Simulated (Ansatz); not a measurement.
Reaction (hydrogenolysis of the Al–C bond): `[SiH3][CH2][AlH][S][SiH3]` + H₂ → `[AlH2][S][SiH3]` + `C[SiH3]`

Isolated molecules relaxed with PBE0-D4/def2-TZVP in Ansatz; ΔE leaves out vibrations. CCSD(T)/CBS is the MP2 limit (def2-TZVPP, def2-QZVPP) plus CCSD(T) − MP2 in def2-TZVPP, frozen cores. This one scheme is used for every species. Functionals use def2-TZVPP. B3LYP here is the variant with VWN-RPA as its local correlation; programs differ in this. HSE06 is defined as in plane-wave codes. One conformer a species, not always the lowest.

```tsv
level	ΔE (kJ/mol)	difference from CCSD(T)/CBS
BLYP-D4	-1.6	0.6
B97M-V	-16.7	-14.5
PBE0-D4	-3.4	-1.2
HSE06-D4	-3.4	-1.2
BHLYP-D4	-8.6	-6.4
PBE	-11.3	-9.1
revPBE	-17.3	-15.1
BLYP	-22.9	-20.7
r2SCAN	-5.0	-2.8
B3LYP	-22.7	-20.5
r2SCAN0	-8.4	-6.2
MP2/def2-SVP	-9.1	-6.9
MP2/def2-TZVPP	1.9	4.1
SCS-MP2/def2-TZVPP	-7.5	-5.3
MP2/def2-QZVPP	3.6	5.8
MP2/CBS(def2)	4.9	7.1
CCSD(T)/CBS	-2.2	0
```

Largest T1 diagnostic among the species: 0.011.

At CCSD(T), def2-SVP lies −13.3 kJ/mol from the extrapolated value and def2-TZVPP −3.0 kJ/mol. From r2SCAN to r2SCAN0 (25 % exact exchange), in def2-TZVPP and without D4, ΔE moves by −3.5 kJ/mol. In def2-TZVPP, CCSD(T) changes the Hartree–Fock value by +34.3 kJ/mol (the triples alone add +6.5 kJ/mol) and MP2 by +41.4 kJ/mol.
